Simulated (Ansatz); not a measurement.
**Worked example: C2HF5O + C4H7 → C2HF4O + C4H7F**

Species: C2HF5O `FC(F)OC(F)(F)F`, singlet; C4H7 (cyclobutyl radical) `[CH]1CCC1`, doublet; C2HF4O `F[C](F)OC(F)F`, doublet; C4H7F `FC1CCC1`, singlet. A radical takes F: the energy is the difference in strength between two C–F bonds in different surroundings.

Shapes, held fixed at every level: PBE0-D4/def2-TZVP. Flexible molecules stand in one conformer, not always the lowest. Programs: Ansatz 0.2.0. Electronic energies: no zero-point or thermal term.

At CCSD(T)/CBS estimate; 1 Eh = 2625.50 kJ/mol:

```
species  energy (Eh)
 C2HF5O  -650.838050
   C4H7  -156.325258
 C2HF4O  -550.960107
  C4H7F  -256.187082
```

**Question.** Work out ΔE of the reaction at this level.

**Answer.** 
1. Products less reactants: (-550.960107) + (-256.187082) − [(-650.838050) + (-156.325258)] = 0.016119 Eh = +42.3 kJ/mol.

Other levels give +39.3 (MP2/def2-TZVPP) to +47.9 kJ/mol (HF/def2-TZVPP). No measured value is set beside it here. Open shells run unrestricted. The CBS estimate extrapolates MP2 from def2-TZVPP and def2-QZVPP and adds CCSD(T) − MP2 in the triple-zeta set, cores frozen.
